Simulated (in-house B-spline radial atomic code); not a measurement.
**Ionising Sm⁴⁺ with different functionals**

Computed with a radial B-spline atomic code at the basis-set limit: four-component Dirac-Coulomb Hamiltonian, Fermi nucleus of rms radius 5.0819 fm, spin-restricted, spherical fractional occupations for the functionals. The ionisation energy is the difference of two self-consistent energies, [Xe] 4f4 → [Xe] 4f3, without Breit or QED terms; ε is the level of the shell that loses the electron (mean over j). The electron is taken from both j subshells in proportion to 2j + 1, so the result is a j average, not the step between ground levels.

Hybrids are left out here: with spherical fractional occupations of an open shell their exact exchange keeps a self-interaction that integer-occupation calculations don't have.

```json
{"method": "LDA VWN5", "rung": "LDA", "ΔSCF (eV)": "62.85", "-ε(4f) (eV)": "52.18"}
{"method": "relativistic LDA", "rung": "LDA", "ΔSCF (eV)": "63.04", "-ε(4f) (eV)": "52.36"}
{"method": "LDA PW92", "rung": "LDA", "ΔSCF (eV)": "62.84", "-ε(4f) (eV)": "52.18"}
{"method": "LDA exchange-only", "rung": "LDA", "ΔSCF (eV)": "?", "-ε(4f) (eV)": "?"}
{"method": "PBE", "rung": "GGA", "ΔSCF (eV)": "62.47", "-ε(4f) (eV)": "51.81"}
{"method": "PBEsol", "rung": "GGA", "ΔSCF (eV)": "62.53", "-ε(4f) (eV)": "51.87"}
{"method": "BLYP", "rung": "GGA", "ΔSCF (eV)": "62.26", "-ε(4f) (eV)": "51.61"}
{"method": "RPBE", "rung": "GGA", "ΔSCF (eV)": "?", "-ε(4f) (eV)": "?"}
{"method": "PW91", "rung": "GGA", "ΔSCF (eV)": "62.58", "-ε(4f) (eV)": "51.92"}
{"method": "BP86", "rung": "GGA", "ΔSCF (eV)": "62.58", "-ε(4f) (eV)": "51.92"}
{"method": "AM05", "rung": "GGA", "ΔSCF (eV)": "62.60", "-ε(4f) (eV)": "51.93"}
{"method": "OLYP", "rung": "GGA", "ΔSCF (eV)": "63.04", "-ε(4f) (eV)": "52.33"}
```

(1) What does RPBE give?

(2) What does LDA exchange-only give?

(3) How do they compare with the NIST value?

Answers

(1) ΔSCF 62.40 eV, and -ε(4f) = 51.74 eV.

(2) ΔSCF 60.89 eV, and -ε(4f) = 50.28 eV.

(3) NIST lists 62.7 eV ± 0.4 (semi-empirical, ground level to ground level). Errors run from -1.81 to +0.34 eV; AM05 is closest (-0.10 eV), though others lie within the uncertainty of it, and part of that can be cancellation, since the calculations leave out Breit-QED terms, spin polarisation, the choice among j levels, multiplet and fine-structure energies.
